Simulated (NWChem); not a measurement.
# C3H4F2; SMILES C=CC(F)F

```xyz
9

C     -0.0327     1.9088     0.2375
C      0.6459     0.8319    -0.1835
C      0.0185    -0.5170    -0.3925
F      0.7110    -1.4645     0.3217
F     -1.2829    -0.5346     0.0250
H     -1.1096     1.8439     0.4575
H      0.4641     2.8808     0.3763
H      1.7241     0.8773    -0.4123
H      0.0364    -0.8314    -1.4646
```
Atoms are numbered in this order, from 1.

Results from NWChem. Pople sets run with spherical d functions. STO-3G and 3-21G are far too small for this property and stand as cheap habits. All runs use the structure optimised with PBE-D3(BJ)/def2-SVP. B3LYP is NWChem's, with the RPA form of VWN correlation. Field at 589 nm.

Q: Order these runs by computing time, cheapest first, and give rough ratios: B3LYP/def2-SVPD; B3LYP/def2-SVP; B3LYP/STO-3G.

A: B3LYP/STO-3G (1), B3LYP/def2-SVP (3), B3LYP/def2-SVPD (20). Ratios are rough, from one shared machine; the cheapest took about 10 core-seconds (a rough figure). What differs between the cheapest and the dearest: isotropic polarisability (bohr³) 18.5 → 42.1; anisotropy (bohr³) 16.5 → 18.4.
